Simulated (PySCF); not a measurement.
Species: C5H10OSi2.
Atom-mapped SMILES: `[CH3:1][C:2]#[C:3][Si@@H:4]1[CH2:5][CH2:6][SiH2:7][O:8]1` (hydrogens: H9, H10, H11 on C1; H12 on Si4; H13, H14 on C5; H15, H16 on C6; H17, H18 on Si7)

Level: PBE0/pcSseg-1 and CAM-B3LYP/def2-SVPD in PySCF, non-relativistic, on one gas-phase PBE0-D3(BJ)/def2-SVP geometry that isn't relaxed in the solvent. The solvent is an IEF-PCM continuum (Bondi radii, 1.10 Å for H, scaled by 1.2). The model holds no explicit solvent molecules, cavitation or dispersion.

Gas phase at PBE0/pcSseg-1: HOMO -7.61 eV, LUMO -0.10 eV, dipole 2.54 D.

Task: What does the continuum do to the energy, the frontier levels and the dipole at PBE0/pcSseg-1 in methanol and acetonitrile?

Result: 
```tsv
solvent	ε	E(solvent) − E(gas) (kcal/mol)	polarisation term (kcal/mol)	distortion of the solute (kcal/mol)	HOMO (eV)	LUMO (eV)	dipole (D)
methanol	32.61	-4.61	-5.38	0.77	-7.69	-0.20	3.25
acetonitrile	35.69	-4.63	-5.41	0.78	-7.69	-0.20	3.26
```

The polarisation term is half the interaction of the solute with the surface charges that it induces; the rest is the cost of distorting the solute's density. The sum is the electrostatic part of solvation alone. From methanol to acetonitrile the lowering changes by a factor 1.00, Onsager's factor (ε − 1)/(2ε + 1) by 1.00 and ε itself by 1.1.

Task: Which radius a makes the point-dipole formula ΔE = −[(ε − 1)/(2ε + 1)]·μ²/a³ give the value in acetonitrile, with the gas-phase dipole?

Result: μ = 1.001 au and |ΔE| = 0.00738 Eh give a = 2.13 Å; the farthest nucleus lies 4.61 Å from the centroid of the nuclei, so such a sphere wouldn't even hold the nuclei. The formula assumes a rigid point dipole at the centre of a sphere.

Task: Which IAO charges (PBE0/pcSseg-1) respond most in acetonitrile (means over atoms taken as equivalent)?

Result: 
```
     atoms           environment  gas (e)  solvent (e)  change
        C3         alkyne carbon   -0.407       -0.435  -0.028
        O8       siloxane oxygen   -0.868       -0.885  -0.017
H9/H10/H11       methyl hydrogen   +0.174       +0.185  +0.011
        C1    propargylic carbon   -0.432       -0.441  -0.009
       H13    methylene hydrogen   +0.145       +0.153  +0.008
       H16    methylene hydrogen   +0.149       +0.157  +0.008
       Si4  oxygen-bound silicon   +1.124       +1.117  -0.007
       H14    methylene hydrogen   +0.152       +0.157  +0.005
```

Task: Which Mayer bond orders change most in acetonitrile?

Result: 
| bond | length (Å) | gas | solvent | change |
| --- | --- | --- | --- | --- |
| C2–C3 | 1.220 | 2.486 | 2.465 | -0.021 |
| Si7–O8 | 1.681 | 0.925 | 0.908 | -0.017 |
| Si4–C5 | 1.892 | 0.899 | 0.913 | +0.014 |
| C6–Si7 | 1.897 | 0.916 | 0.927 | +0.011 |
| O8–Si4 | 1.680 | 0.919 | 0.908 | -0.011 |
| C1–C2 | 1.450 | 1.187 | 1.197 | +0.010 |
| C1–H10 | 1.101 | 0.921 | 0.912 | -0.009 |
| C1–H9 | 1.101 | 0.920 | 0.912 | -0.008 |

Gas phase at CAM-B3LYP/def2-SVPD: HOMO -8.93 eV, LUMO 0.89 eV, dipole 2.44 D.

Task: What does the continuum do to the energy, the frontier levels and the dipole at CAM-B3LYP/def2-SVPD in acetonitrile?

Result: 
| solvent | ε | E(solvent) − E(gas) (kcal/mol) | polarisation term (kcal/mol) | distortion of the solute (kcal/mol) | HOMO (eV) | LUMO (eV) | dipole (D) |
| --- | --- | --- | --- | --- | --- | --- | --- |
| acetonitrile | 35.69 | -4.24 | -5.05 | 0.81 | -8.97 | 0.79 | 3.23 |

Task: How does the static polarisability (CAM-B3LYP/def2-SVPD, frozen core, with the continuum's full static response) change?

Result: 
| medium | isotropic (au) | principal values (au) | ⟨r²⟩ of the electrons (bohr²) |
| --- | --- | --- | --- |
| gas | 109.4 | 91.9, 98.1, 138.1 | 1762.5 |
| acetonitrile | 145.2 | 126.5, 133.5, 175.6 | 1759.7 |

The isotropic value in acetonitrile is 1.33 times the gas-phase one; no cavity-field correction is applied. ⟨r²⟩ is taken about the centre of nuclear charge.

Hardware: one thread of an Arm Neoverse N1, on a shared host. Cost: 54 s of wall time, 1.2 GiB resident at most. This is the whole shielding run at PBE0/pcSseg-1 in acetonitrile, SCF included.
